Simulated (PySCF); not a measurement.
## A barrier at the coupled-cluster level

Start structure (CH$_{4}$ClGa, singlet), relaxed at PBE0-D4/def2-TZVP:

```
7
angstrom
Ga -0.0801 -0.8060 -0.6007
Cl 1.8157 -1.0899 -1.5985
H -1.1595 -1.8623 -0.9900
C -0.1437 0.7145 0.6211
H -1.1229 0.8297 1.0866
H 0.1054 1.6282 0.0769
H 0.6099 0.5835 1.4011
```

The step: CH₄ClGa ([CH3][GaH][Cl]) → CH₃Ga ([CH3][Ga]) + HCl; bonds formed: Cl2–H3; bonds broken: Ga1–Cl2, Ga1–H3. Computed with PySCF 2.14 with density fitting (its default auxiliary sets; JK sets also for MP2 and CCSD(T)) (basis: def2-TZVPP and def2-QZVPP); correlated methods freeze the cores. Filled d shells of the heavier atoms are correlated. The def2 sets are not built for correlating such inner shells, so the correlated values are less sure here. Extrapolation: Hartree–Fock as exp(−7.88 √X), correlation as X^−2.97. Energies below are by CCSD(T) at an estimated basis limit (MP2 extrapolated from triple and quadruple zeta, plus CCSD(T) − MP2 in triple zeta).

Q: What are the electronic barrier and the energy of the step, from the start structure to the end structure? (To be estimated.)

A: By the calculation: Barrier 232.6 kJ/mol; step energy 180.2 kJ/mol (uphill); reverse barrier, their difference, 52.4 kJ/mol. Barrier and step energy count from the start structure, the reverse barrier from the end structure.

The saddle point: One imaginary mode of 849i cm⁻¹.
```json
{"pair": "Cl2–H3", "start (Å)": "3.13", "saddle (Å)": "1.64", "end (Å)": "1.31"}
{"pair": "Ga1–Cl2", "start (Å)": "2.16", "saddle (Å)": "2.64", "end (Å)": "3.76"}
{"pair": "Ga1–H3", "start (Å)": "1.56", "saddle (Å)": "1.68", "end (Å)": "2.44"}
```

Zero-point energy (harmonic, PBE0-D4): ZPE is 114.6 kJ/mol at the start and 106.1 kJ/mol at the saddle, so the barrier goes from 232.6 to 224.1 kJ/mol.

T1 diagnostic: at most 0.015. The restricted Hartree–Fock reference is unstable towards an unrestricted one at one or more of these structures.

Labels in which every atom is bracketed show which atoms are joined, not bond orders.

For scale, one of the runs: CCSD(T)/def2-TZVPP, 177 basis functions, launched by `OMP_NUM_THREADS=4 python run.py`. The run took 2.8 min on 4 CPU threads of an Intel Xeon 6975P-C (shared host), with 1.9 GiB of host memory at its peak.
